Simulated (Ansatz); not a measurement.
```yaml
atoms:
  - { symbol: C, position_ang: [-1.2887, -0.4269, 0.0120] }
  - { symbol: H, position_ang: [-1.2867, -1.0534, 0.8838] }
  - { symbol: H, position_ang: [-1.2524, -1.1065, -0.8834] }
  - { symbol: H, position_ang: [-2.1789, 0.1937, 0.0095] }
  - { symbol: C, position_ang: [-0.0008, 0.3993, -0.0008] }
  - { symbol: H, position_ang: [0.0078, 1.0733, 0.8972] }
  - { symbol: H, position_ang: [0.0051, 1.0583, -0.9064] }
  - { symbol: C, position_ang: [1.3075, -0.4209, -0.0109] }
  - { symbol: H, position_ang: [1.2866, -1.0722, 0.8744] }
  - { symbol: H, position_ang: [1.2458, -1.0393, -0.8777] }
  - { symbol: H, position_ang: [2.1548, 0.1763, 0.0024] }
```

Basis set: cc-pVDZ (spherical functions). Left uncorrelated: 3 orbitals. Charge 0, multiplicity 1.

Computed with Ansatz (development build ahead of 0.2.0); each method stands on the lowest determinant of its kind that the runs found. Restricted open shells among the atoms or ions are ROHF, correlated in semicanonical orbitals with singles.

The atomization energy at this shape (free ground-state atoms in the same class of orbitals less the molecule, no zero-point energy) of singlet C3H8:

```json
{"method": "RHF-MP2", "atomization energy": "3943.5 kJ/mol"}
```

(1) What does RHF give?

Answers

(1) 3211.3 kJ/mol. Caution: the shape is not the minimum.
